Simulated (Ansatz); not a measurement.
`[Cl][Ge][Cl]` and `[F][Ge][Cl]` differ in one atom or group.

Ansatz, PBE0-D4/def2-TZVP geometries, multiplicity 1. 

Scalar relativity is left out up to krypton.

```tsv
property	`[Cl][Ge][Cl]`
LUMO energy (PBE0/def2-TZVPP) / eV	-3.07
HOMO energy (PBE/def2-TZVPP) / eV	-6.99
size of the dipole moment (ωB97M-V/def2-TZVPP) / D	2.10
HOMO–LUMO gap (B3LYP/def2-TZVPP) / eV	4.64
HOMO energy (B3LYP/def2-TZVPP) / eV	-7.91
HOMO–LUMO gap (PBE0/def2-TZVPP) / eV	5.03
```

(1) Give the same properties after the change, and the shifts. (Best estimate.)

Results:

(1) The calculation gave: 
```tsv
property	`[F][Ge][Cl]`	shift
LUMO energy (PBE0/def2-TZVPP) / eV	-2.84	0.23
HOMO energy (PBE/def2-TZVPP) / eV	-7.25	-0.26
size of the dipole moment (ωB97M-V/def2-TZVPP) / D	2.34	0.24
HOMO–LUMO gap (B3LYP/def2-TZVPP) / eV	5.18	0.54
HOMO energy (B3LYP/def2-TZVPP) / eV	-8.26	-0.35
HOMO–LUMO gap (PBE0/def2-TZVPP) / eV	5.59	0.56
```

With PBE0 the HOMO falls by 0.33 eV and the LUMO rises by 0.23 eV, so the gap widens by about 0.56 eV. PBE moves the HOMO by -0.26 eV and ωB97M-V by -0.39 eV. Dipoles are sizes alone; their direction can turn.

B3LYP here is the variant with VWN-RPA as its local correlation; programs differ in this.
